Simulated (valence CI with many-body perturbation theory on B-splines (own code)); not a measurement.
Ga X: magnetic and hyperfine properties of the levels

Method: relativistic CI+MBPT: four valence electrons over a frozen Dirac-Fock core [Ar], a basis of 7 s, 7 p, 8 d, 6 f, 4 g, 1 h functions for each j, with the one-electron correlation potential Σ1 (screened to all orders), the two-electron term Σ2, the three-electron term Σ3, Breit, model QED; selected single and double excitations, second order for the rest, scaled by the run's own slope (own B-spline code, finite nucleus).

No measured spectrum was set against this ion. As an estimate, terms of the open shell hold to 2 to 4 % of their energy, and close levels can change places. Excitations out of the core, of the other parity, are not computed and may begin above about 60.4 eV (a cautious bound); beyond it only levels of the ground parity were kept, without lifetimes.

A/g_I is the dipole constant over the nuclear g factor μ/I (μ in nuclear magnetons, uniformly magnetised nucleus), B/Q the quadrupole constant per barn. Both hold the static response of the core; the bare values leave it out. Large factors of s and p1/2 electrons are usually good to 5 to 10 %; those of open d and f shells near neutrality can be off by tens of per cent, and small factors of p3/2, d and f electrons come from cancelling terms and can be off by a factor of two or in sign, in half-filled shells by more. B is blank for J = 1/2, where it vanishes, and for nearly pure S terms. Energies count from the lowest level. Levels with J = 0 are left out.

Letters in brackets count levels of one name in rising energy.

```tsv
Level	E (eV)	g	A/g_I (MHz)	A/g_I bare	B/Q (MHz/b)	B/Q bare
3d4 5D_1	0.082	1.500	116	325	774	801
3d4 5D_2	0.227	1.499	301	512	483	500
3d4 5D_3	0.416	1.499	525	737	-549	-570
3d4 5D_4	0.634	1.498	762	975	-2250	-2330
3d4 3H_4	4.941	0.835	1840	1800	1190	1240
3d4 3H_5	5.131	1.042	1520	1560	1300	1350
3d4 3P_1 [a]	5.216	1.492	558	767	-93.9	-101
3d4 3H_6	5.290	1.163	1430	1520	1110	1160
3d4 3F_3 [a]	5.546	1.002	1640	1660	33.9	35.4
3d4 3F_2 [a]	5.578	0.671	2160	2060	-198	-207
3d4 3F_4 [a]	5.641	1.187	1260	1350	-221	-230
3d4 3P_2 [a]	5.888	1.490	726	934	55.5	56.5
3d4 3G_3	6.223	0.832	1800	1750	-507	-530
3d4 3G_4	6.331	1.069	1490	1540	-665	-693
3d4 3G_5	6.463	1.190	1250	1340	-780	-812
3d4 3D_3	7.613	1.330	1030	1180	298	314
3d4 1I_6	7.629	1.002	1610	1640	2220	2300
3d4 3D_2	7.679	1.166	1260	1350	369	386
3d4 3D_1	7.781	0.507	2460	2300	223	233
3d4 1G_4 [a]	7.807	1.009	1490	1520	-1000	-1030
3d4 1D_2 [a]	9.668	1.005	1630	1650	1280	1320
3d4 1F_3	10.825	1.003	1580	1610	2730	2820
3d4 3P_2 [b]	12.653	1.494	679	895	618	646
3d4 3F_4 [b]	12.822	1.246	1060	1180	2580	2670
3d4 3F_2 [b]	12.884	0.669	2410	2310	1910	1980
3d4 3F_3 [b]	12.931	1.081	1520	1580	2020	2090
3d4 3P_1 [b]	13.143	1.499	152	363	-458	-476
3d4 1G_4 [b]	14.601	1.002	1650	1670	912	946
3d4 1D_2 [b]	19.230	0.999	1610	1640	-2650	-2750
3d3.4s 5F_1	90.645	0.001	-2980	-2700	-294	-304
3d3.4s 5F_2	90.784	0.998	2540	2470	-229	-238
3d3.4s 5F_3	90.990	1.248	3460	3340	-400	-417
3d3.4s 5F_4	91.254	1.348	3610	3510	-718	-747
3d3.4s 5F_5	91.558	1.397	3630	3540	-1160	-1210
3d3.4s 3F_2 [a]	92.249	0.671	3540	3300	-825	-855
```

Question: Take the isotope of mass number 71, with I = 3/2, μ = 2.56033 μN and Q = 0.107 b. What is the hyperfine structure of 3d4 3H_6?

Answer: From the table A = 2440 MHz, B = 119 MHz. Shifts from the centre of gravity in MHz: F = 9/2: -25600, F = 11/2: -12200, F = 13/2: 3620, F = 15/2: 22000.
